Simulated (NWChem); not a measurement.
# Electron attachment to C₂H₂N₃

```
N
C 1 1.3177
N 1 1.3475 2 102.22
H 3 1.0120 1 121.06 2 180.00
C 3 1.3386 4 129.99 1 180.00
N 5 1.2822 3 112.05 4 180.00
H 2 1.0894 1 121.96 3 180.00
```
Charge 0, spin multiplicity 2.

The numbers come from NWChem runs, not from measurements. Structure: optimised with UPBE0/def2-SVP, a minimum by its harmonic frequencies.

Basis set: def2-SVPD. The species with one electron more has spin multiplicity 1 and keeps the geometry of the parent. Δ marks differences of total energies (open shells unrestricted). −ε marks an orbital energy of the parent. That orbital need not have the symmetry of the hole or added electron in the Δ rows. The basis adds only a small set of diffuse functions.

B3LYP has NWChem's definition, with VWN1-RPA local correlation. The structure started from a generated list of species. The unpaired electrons of the parent sit in orbitals of symmetry a' (Cs labels of the run); other states weren't searched. No SCF solution was tested for a lower state.

For the vertical electron affinity, ΔB3LYP gives 1.68 eV and G0W0@PBE0 gives 1.40 eV. What do G0W0@PBE, −ε(beta LUMO) of PBE, ΔPBE give?

G0W0@PBE: 1.86 eV; −ε(beta LUMO) of PBE: 4.73 eV; ΔPBE: 1.53 eV.
